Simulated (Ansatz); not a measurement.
`[OH][In]([F])[O][SiH3]` + H₂ → `[OH][InH][F]` + `O[SiH3]`  (hydrogenolysis of the In–O bond)

Computed with Ansatz on PBE0-D4/def2-TZVP structures; ΔE is electronic, products minus reactants. CCSD(T)/CBS adds triple-zeta CCSD(T) − MP2 to the extrapolated MP2 energy (def2 sets, frozen cores). This one scheme is used for every species. Functionals use def2-TZVPP. def2 core potentials past Kr. For In outer-core shells are correlated without core-valence functions, which leaves a few kJ/mol of doubt a bond. Each species was taken in one conformer, which may not be the lowest.

`[OH][In]([F])[O][SiH3]`:

Z-matrix (Å, degrees):
```
Si
O 1 1.639
H 1 1.486 2 107.9
H 1 1.489 2 111.2 3 -119.6
H 1 1.489 2 111.2 3 119.7
In 2 1.946 1 135.9 3 -179.6
F 6 1.946 2 116.6 1 -0.3
O 6 1.955 2 125.4 1 179.8
H 8 0.962 6 111.1 2 180.0
```

H₂:

Z-matrix (Å, degrees):
```
H
H 1 0.746
```

`[OH][InH][F]`:

```xyz
5

O     0.361    0.007    1.402
In   -0.068   -0.001   -0.517
F     1.632    0.039   -1.459
H    -0.413   -0.011    1.970
H    -1.512   -0.033   -1.396
```

`O[SiH3]`:

```xyz
6

O    -0.909    0.846    0.318
Si    0.206   -0.226   -0.250
H    -0.914    1.030    1.257
H     1.597    0.232    0.020
H    -0.020   -0.312   -1.711
H     0.040   -1.571    0.367
```

```json
{"level": "PBE0", "ΔE (eV)": "-0.07"}
{"level": "HF/def2-QZVPP", "ΔE (eV)": "-0.02"}
{"level": "MP2/def2-QZVPP", "ΔE (eV)": "0.20"}
{"level": "HF/CBS(def2)", "ΔE (eV)": "-0.02"}
```

Problem. What does CCSD(T)/CBS give? (An estimate is asked.)

Solution. The calculation gave: +0.14 eV. The listed levels differ from it by -0.21, -0.16, 0.06, -0.16 eV.

Largest T1 diagnostic among the species: 0.017.

From PBE to PBE0 (25 % exact exchange), in def2-TZVPP and without D4, ΔE moves by −0.04 eV. In def2-TZVPP, CCSD(T) changes the Hartree–Fock value by +0.14 eV (the triples alone add +0.05 eV) and MP2 by +0.21 eV. The D4 term adds +0.08 eV with B3LYP and +0.05 eV with PBE0; it sums over pairs of atoms, weighted by their polarisabilities, and B3LYP, whose exchange is more repulsive, gets the larger term.

B3LYP here is the variant with VWN-RPA as its local correlation; programs differ in this.

CCSD(T)/CBS has its own doubt, a few kJ/mol and more with outer-core shells, so smaller differences from it don't rank the levels.
